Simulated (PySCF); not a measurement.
How methods differ on the ionisation energy of Xe

Xe [Xe] (1S) → Xe⁺ [Kr] 4d10 5s2 5p5 (2P), as a difference of total energies. All numbers are calculated (PySCF 2.14, scalar relativity by spin-free X2C-1e, in aug-cc-pVQZ-DK3). Correlated levels: valence: [Kr] 4d10 frozen. The calculations carry no spin-orbit coupling.

| method | ionisation energy (eV) | error (eV) |
| --- | --- | --- |
| UHF | 11.455 | -1.110 |
| LDA | 12.629 | +0.064 |
| PBE | 12.334 | -0.231 |
| PBE0 | 12.396 | -0.169 |
| r2SCAN | 12.422 | -0.143 |
| MN15 | 12.250 | -0.315 |
| wB97X | 12.335 | -0.230 |
| M06-2X | 12.281 | -0.284 |
| MP2 (valence) | 12.408 | -0.157 |
| SCS-MP2 (valence) | 12.355 | -0.210 |

Reference: 12.565 eV (measured; NIST levels, between the centres of gravity of the two terms).

Errors of the correlated levels include the incompleteness of this basis and the frozen core.
